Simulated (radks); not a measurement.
Question: All-electron atom: Ga9+ in [Ar] 3d4. All-electron calculation, Dirac Kohn-Sham, exchange-only PBE, spin-unpolarised, spherical densities, finite nucleus; open shells fill j = l - 1/2 first; Fermi nuclear charge, rms radius 3.9973 fm. Program: a radial shooting solver on a logarithmic mesh with Libxc functionals. Some entries of the table are withheld. Estimate them.

| orbital | occ. | eigenvalue (eV) | r(max) (bohr) |
|---|---|---|---|
| 1s1/2 | 2 | -10456.94 | 0.03178 |
| 2s1/2 | 2 | -1495.227 | 0.1825 |
| 2p1/2 | 2 | (1) | 0.1445 |
| 2p3/2 | 4 | (2) | 0.1474 |
| 3s1/2 | 2 | -355.5287 | 0.5483 |
| 3p1/2 | 2 | -307.7595 | (3) |
| 3p3/2 | 4 | -303.3688 | (4) |
| 3d3/2 | 4 | (5) | 0.4780 |
| 3d5/2 | 0 | (6) | 0.4799 |

Answer: 
(1) 2p1/2 eigenvalue (eV): -1350.402
(2) 2p3/2 eigenvalue (eV): -1322.745
(3) 3p1/2 r(max) (bohr): 0.5391
(4) 3p3/2 r(max) (bohr): 0.5460
(5) 3d3/2 eigenvalue (eV): -223.5290
(6) 3d5/2 eigenvalue (eV): -222.8022
